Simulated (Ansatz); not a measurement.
Coupled-cluster run, H4NOPSi, SMILES `O[SiH]1NP1`.

```yaml
crystal:
  periodic: [false, false, false]
  atoms:
    - {symbol: O, position_ang: [-0.397679, 1.835471, -0.764002]}
    - {symbol: Si, position_ang: [0.097763, 0.582379, 0.155840]}
    - {symbol: N, position_ang: [0.436880, -0.907485, -0.557519]}
    - {symbol: P, position_ang: [-0.959278, -1.307487, 0.483650]}
    - {symbol: H, position_ang: [-0.980491, 1.634935, -1.499498]}
    - {symbol: H, position_ang: [1.003083, 1.168665, 1.160182]}
    - {symbol: H, position_ang: [1.202639, -1.519118, -0.781930]}
    - {symbol: H, position_ang: [-0.310715, -1.544462, 1.747577]}
basis:
  gaussian: {orbitals: def2-SVP}
correlation: {method: ccsd_t}
```

```sh
$ ansatz run in.yaml --threads 2 --pin off --events-out ev --progress --plain --max-ram 4352MiB
```

Log, shortened:

```
Functional definition: HF
804 factors; integrals over basis functions are off by at most 1.0e-3 eV
mean field evaluation 1: about -20705.4470 eV, gradient 3.9e1 eV
mean field evaluation 2: about -20705.4489 eV, gradient 3.9e1 eV
mean field evaluation 4: about -20708.7294 eV, gradient 3.0e0 eV
mean field evaluation 8: about -20708.7662 eV, gradient 3.2e-4 eV
mean field -20708.76617977 eV, -761.0331202006 hartree, gradient 2.6e-6 eV, S^2 0.000000; 0 other end points of the search recorded, 0 dependent functions left out
12 core orbitals not correlated: weight in the atoms' cores, before any rotation towards them, 1.000 or more for the frozen orbitals, at most 0.000 for the correlated occupied ones
reference -20708.76617977 eV, -761.0331202006 hartree; 12, 12 occupied and 60, 60 virtual orbitals, 804 factors
second order -15.27596463 eV of doubles, -0.00000000 eV of singles
cycle   1  -15.74571315 eV  change   -4.7e-1 eV  update   9.9e-2
cycle   2  -16.18839293 eV  change   -4.4e-1 eV  update   3.0e-2
cycle   3  -16.29169165 eV  change   -1.0e-1 eV  update   1.5e-2
cycle   4  -16.28597022 eV  change    5.7e-3 eV  update   3.7e-3
cycle   5  -16.28528451 eV  change    6.9e-4 eV  update   1.7e-3
cycle   6  -16.28549434 eV  change   -2.1e-4 eV  update   5.6e-4
cycle   7  -16.28521531 eV  change    2.8e-4 eV  update   2.1e-4
cycle   8  -16.28517149 eV  change    4.4e-5 eV  update   7.6e-5
cycle   9  -16.28519689 eV  change   -2.5e-5 eV  update   2.8e-5
perturbative correction -0.48365284 eV, -0.0177739139 hartree
Total energy: -20725.53502949 eV, -761.6493640615 hartree
```

It took 2.5 s on 2 threads of an Arm Neoverse V1 on a shared host, with 0.38 GiB of host memory at the peak.

MP2 recovers 91.1 % of the CCSD(T) correlation energy and the triples give 2.9 %; T1 = 0.0138.
